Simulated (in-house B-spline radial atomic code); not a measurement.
Binding energies in Ir7+

NIST's tabulated ground configuration is [Xe] 4f14 5d2; each binding energy is the energy of the ion with one electron taken from that subshell, relaxed, less that of the parent. Level of theory: Dirac-Hartree-Fock, average of configuration, Fermi nucleus of rms radius 5.4032 fm; calculated with a radial B-spline atomic code at the basis-set limit. Energies include first-order Breit, QED and recoil terms.

```tsv
subshell	X-ray name	binding energy (eV)	-ε (eV)	relaxation (eV)
2s	L1	13545	13646.1	50.8
2p3/2	L3	11334.7	11418.1	52.1
3s	M1	3297.6	3335.1	27.3
3p1/2	M2	3031	3068.9	28.4
3p3/2	M3	2674.5	2706.7	26.5
4s	N1	814.3	826.3	9.7
4p1/2	N2	701.4	712.9	9.5
4p3/2	N3	616.8	626.2	8.4
5s	O1	211.3	213.0	1.3
4f5/2	N6	178.3	185.4	7.3
4f7/2	N7	175.3	182.1	7.1
5p1/2	O2	171.2	172.7	1.2
5p3/2	O3	156.1	157.2	0.9
5d	O4,5	103.5	104.0	0.5
```

Relaxation = -ε minus the binding energy without Breit, QED and recoil terms.

Emission lines follow as differences of binding energies, with λ = 12398.42 eV·Å / E:

```tsv
line	holes	energy (eV)	wavelength (Å)
L1-M3	2s → 3p3/2	10870.5	1.1406
L3-M1	2p3/2 → 3s	8037.1	1.5426
```

What does it cost to remove both a 5s and a 5p3/2 electron?

386.34 eV, which is 18.92 eV more than the two single binding energies together.

What does it cost to remove both a 3s and a 4p1/2 electron?

4040.9 eV, which is 41.94 eV more than the two single binding energies together.
